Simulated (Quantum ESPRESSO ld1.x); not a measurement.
All-electron atom: Ge4+ in [Ne] 3s1.5 3p6 3d10 4d0.5 (fractional occupations, a model configuration). Calculated with ld1.x of Quantum ESPRESSO 7.5: non-relativistic Kohn-Sham, LDA (Slater exchange, Perdew-Wang correlation), spin-polarised, spherical densities, point nucleus; open shells are filled with parallel spins first.

Normalised radial functions P(r) = r R(r), r in bohr:

r           3s up    4d up  4d down
0.005376   0.1948   0.0000   0.0000
0.008085   0.2672   0.0001   0.0001
0.01216    0.3484   0.0002   0.0002
0.01828    0.4174   0.0007   0.0007
0.0275     0.4294   0.0023   0.0023
0.04168    0.3094   0.0069   0.0069
0.06268   -0.0020   0.0190   0.0191
0.09426   -0.4562   0.0483   0.0485
0.1417    -0.7568   0.1080   0.1086
0.2132    -0.4431   0.2036   0.2046
0.3205     0.5365   0.3035   0.3049
0.4859     1.3555   0.3207   0.3218
0.7307     1.1805   0.1654   0.1656
1.099      0.4949  -0.1653  -0.1666
1.652      0.0892  -0.5434  -0.5431
2.485      0.0051  -0.6810  -0.6746
3.767      0.0000  -0.4009  -0.4054
5.665      0.0000  -0.0864  -0.0935
8.519      0.0000  -0.0044  -0.0053

3s up: eigenvalue -219.57 eV, 2 radial nodes at r = 0.0626, 0.262 bohr, <r> = 0.633 bohr, 90 % of the charge inside 0.945 bohr. 4d up: eigenvalue -28.152 eV, 1 radial node at r = 0.916 bohr, <r> = 2.59 bohr, 90 % of the charge inside 3.81 bohr. 4d down (empty): eigenvalue -27.122 eV, 1 radial node at r = 0.915 bohr, <r> = 2.60 bohr, 90 % of the charge inside 3.86 bohr.
